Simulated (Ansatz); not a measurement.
Reaction (cleavage of the Si–B bond): `C=C[SiH2]B(O)Cl` + silanol → `C=C[SiH2]O[SiH3]` + `OBCl`

Gas-phase electronic energies from Ansatz, PBE0-D4/def2-TZVP geometries. CCSD(T)/CBS adds triple-zeta CCSD(T) − MP2 to the extrapolated MP2 energy (def2 sets, frozen cores). This one scheme is used for every species. Functionals use def2-TZVPP. B3LYP here is the variant with VWN-RPA as its local correlation; programs differ in this. One conformer a species, not always the lowest.

**Question.** Is it downhill or uphill in electronic energy at CCSD(T)/CBS, and by how much? (Best estimate.)

**Answer.** Computed: Downhill: ΔE = -138.1 kJ/mol.

**Question.** What do these levels give: PBE0-D4, ωB97M-V, B2PLYP, r2SCAN, PBE0, B3LYP, HF/def2-TZVPP, MP2/def2-TZVPP, SCS-MP2/def2-TZVPP, CCSD/def2-TZVPP, HF/CBS(def2), CCSD/CBS(def2)? (Estimate.)

**Answer.** The calculation gave: PBE0-D4 -124.6, ωB97M-V -139.1, B2PLYP -143.1, r2SCAN -134.3, PBE0 -125.0, B3LYP -140.7, HF/def2-TZVPP -169.1, MP2/def2-TZVPP -142.5, SCS-MP2/def2-TZVPP -146.9, CCSD/def2-TZVPP -142.3, HF/CBS(def2) -172.0, CCSD/CBS(def2) -143.0 kJ/mol.

Largest T1 diagnostic among the species: 0.013.

In def2-TZVPP, CCSD(T) changes the Hartree–Fock value by +31.8 kJ/mol (the triples alone add +4.9 kJ/mol) and MP2 by +26.6 kJ/mol. From PBE to PBE0 (25 % exact exchange), in def2-TZVPP and without D4, ΔE moves by −10.0 kJ/mol.
